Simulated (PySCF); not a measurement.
Predicted microwave data (CAM-B3LYP/def2-SVPD in PySCF (dipole) on a GFN2-xTB geometry, gas phase) for one isomer of C6H9OP:

* Rotational constants: A = 3431, B = 1001, C = 857.3 MHz
* Dipole components: |μa| = 0.60 D, |μb| = 2.51 D, |μc| = 2.06 D
* Inertial defect: -62.79 u·Å²
* κ: -0.89

Question: Which candidate fits, each taken in the one conformer that was computed?
A. `[CH:1]#[C:2][P:3]([CH3:4])[CH2:5][C:6]([CH3:7])=[O:8]` with C2–P3–C5–C6 -179°, P3–C5–C6–C7 -171°
B. `[CH3:1][C:2]1=[CH:3][P@:4]1(=[O:5])[CH:6]1[CH2:7][CH2:8]1` with C3–P4–C6–C7 119°
C. `CC1=C[PH](=O)C=C1C`
D. `[CH2:1]=[CH:2][P:3]1(=[O:4])[CH2:5][CH:6]=[CH:7][CH2:8]1` with C1–C2–P3–O4 0°, C2–P3–C5–C6 86°, P3–C5–C6–C7 16°, C6–C7–C8–P3 -16°, C2–P3–C8–C7 -85°

Answer: A. It is C#CP(C)CC(C)=O, an asymmetric top, point group C1. The candidates at the same level (rigid rotor, commonest isotopes):

| SMILES | A (MHz) | B (MHz) | C (MHz) | μa (D) | μb (D) | μc (D) | Δ (u·Å²) | point group | rotor |
| --- | --- | --- | --- | --- | --- | --- | --- | --- | --- |
| CC1=C[PH](=O)C=C1C | 3313 | 1306 | 991.7 | 5.47 | 0.00 | 1.95 | -29.95 | Cs | asymmetric top |
| C#CP(C)CC(C)=O | 3431 | 1001 | 857.3 | 0.60 | 2.51 | 2.06 | -62.79 | C1 | asymmetric top |
| C=CP1(=O)CC=CC1 | 2971 | 1409 | 1317 | 2.05 | 3.55 | 0.00 | -145.09 | Cs | asymmetric top |
| CC1=C[P@]1(=O)C1CC1 | 3453 | 1135 | 1052 | 1.04 | 3.94 | 1.54 | -111.04 | C1 | near-prolate asymmetric top |

`C=CP1(=O)CC=CC1` has C 54 % too high; `CC1=C[PH](=O)C=C1C` has B 30 % too high; `CC1=C[P@]1(=O)C1CC1` has C 23 % too high. No structure here is proved a minimum.
